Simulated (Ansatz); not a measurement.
Computed with Ansatz on PBE0-D4/def2-TZVP structures; ΔE is electronic, products minus reactants. CCSD(T)/CBS adds triple-zeta CCSD(T) − MP2 to the extrapolated MP2 energy (def2 sets, frozen cores). This one scheme is used for every species. Functionals use def2-TZVPP. def2 core potentials past Kr. For Sn outer-core shells are correlated without core-valence functions, which leaves a few kJ/mol of doubt a bond.

Reaction (formal hydrolysis of the Sn–S bond): `[SH][SnH3]` + H₂O → `[OH][SnH3]` + H₂S

| level | ΔE (kJ/mol) |
| --- | --- |
| CAM-B3LYP-D4 | 39.0 |
| r2SCAN | 44.3 |
| CAM-B3LYP | 37.0 |
| HF/def2-SVP | 49.2 |

Task: What does CCSD(T)/CBS give? (An estimate is asked.)

Result: The calculation gave: +47.4 kJ/mol. The listed levels differ from it by -8.4, -3.1, -10.4, 1.8 kJ/mol.

Largest T1 diagnostic among the species: 0.014.

Leaving LDA and LC-ωPBE aside and taking each functional with its dispersion term where it has one, the values, not all of them listed here, spread over 13.9 kJ/mol, from CAM-B3LYP-D4 to HSE06-D4. LDA lies +3.0 kJ/mol from PBE without D4. From PBE to PBE0 (25 % exact exchange), in def2-TZVPP and without D4, ΔE moves by +4.8 kJ/mol.
